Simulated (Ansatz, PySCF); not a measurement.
BaF2, SMILES [F][Ba][F].

Coordinates come from a B3LYP-D3(BJ)/def2-TZVP optimisation. The isomer is the one that the SMILES or the coordinates give; other isomers of the formula were not compared. The def2 effective core potentials stand for the cores of Ba; spin–orbit coupling is left out.

Vertical ionisation energy (IE) and electron affinity (EA) in eV. Rows of orbital energies are one-electron estimates. Where ΔSCF, EOM or ADC give a negative EA the extra electron is unbound and the value depends on the basis.

```json
[
 {"level": "−ε(HOMO), −ε(LUMO), ωB97X/def2-TZVPD (PySCF)", "IE": "___", "EA": "___"},
 {"level": "−ε(HOMO), −ε(LUMO), PBE/def2-TZVPD (PySCF)", "IE": "6.46", "EA": "1.92"},
 {"level": "ΔSCF, CAM-B3LYP/def2-TZVPD (Ansatz), final states of multiplicity 2 and 2", "IE": "11.04", "EA": "0.48"},
 {"level": "ΔSCF, PBE/def2-TZVPD (Ansatz), final states of multiplicity 2 and 2", "IE": "10.18", "EA": "0.51"}
]
```

Task: Some entries are withheld; supply them. (Estimate from the structure and the level; the computed values follow.)

Result: 
- −ε(HOMO), −ε(LUMO), ωB97X/def2-TZVPD (PySCF), IE: 10.67
- −ε(HOMO), −ε(LUMO), ωB97X/def2-TZVPD (PySCF), EA: -0.05

Task: What vertical singlet–triplet gap does ΔSCF give with CAM-B3LYP/def2-TZVPD (Ansatz, a first-principles code) and with PBE/def2-TZVPD (Ansatz)? (An estimate is asked for; the answer gives what the named calculation found.)

Result: 6.34 and 5.43 eV (triplet above singlet where positive).
